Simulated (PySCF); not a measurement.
Molecule: CH₅O₃Si (charge 0, doublet). It need not be the lowest isomer of its formula. 
Coordinates optimised at B3LYP-D3(BJ)/def2-TZVP (Ansatz):
```
Si
O 1 1.6352
H 2 0.9600 1 117.68
O 1 1.6352 2 102.73 3 166.74
H 4 0.9600 1 117.65 2 -165.61
O 1 1.6611 2 113.69 3 43.54
C 1 1.8703 2 113.62 3 -70.06
H 7 1.0898 1 112.04 2 -177.40
H 7 1.0898 8 108.64 1 124.32
H 7 1.0941 8 108.65 9 118.05
```
Charge 0, spin multiplicity 2.

Dispersion corrections to the total energy (kcal/mol) from the dftd3 and dftd4 libraries through PySCF: D3(BJ) without and D4 with the three-body term, each with the damping fitted for the functional named.

```
functional      D3(BJ)          D4
----------  ----------  ----------
B2GP-PLYP        -3.01       -1.91
TPSSh       (withheld)       -5.61
PW6B95           -2.22       -4.09
LC-wPBE          -4.13       -5.09
BP86        (withheld)       -6.07
CAM-B3LYP        -3.43  (withheld)
TPSS             -5.51       -6.19
```

**Question.** Fill in the missing entries.

**Answer.** 
- TPSSh, D3(BJ): -5.06
- BP86, D3(BJ): -7.02
- CAM-B3LYP, D4: -3.86
